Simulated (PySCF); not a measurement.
I₂Nb, neutral, multiplicity 4. Atoms are numbered in the order given.

```xyz
3

Nb     0.0000     0.0000     0.0000
I      0.0000     0.0000    -2.6543
I      0.0000     0.0000     2.6543
```
Charge 0, spin multiplicity 4.

Geometry: PBE0-D3(BJ)/def2-SVP. The multiplicity is an assumed one; other spin states were not compared. The def2 effective core potentials stand for the cores of I, Nb; spin–orbit coupling is left out.

All values below come from r2SCAN/def2-TZVPD (PySCF).

Mulliken values depend strongly on the basis, most of all with diffuse functions as here. ESP charges are fitted to the potential on shells at 1.4 to 2.0 van der Waals radii. Atomic charges (e):

| atom | ESP fit | Mulliken | Mulliken spin |
|---|---|---|---|
| Nb1 | ___ | 0.38 | 3.36 |
| I2 | ___ | -0.19 | -0.18 |
| I3 | ___ | -0.19 | -0.18 |

Question: What belongs in the gaps? (An estimate is asked for; the answer gives what the named calculation found.)

Answer: 
- Nb1, ESP fit: 0.18
- I2, ESP fit: -0.09
- I3, ESP fit: -0.09
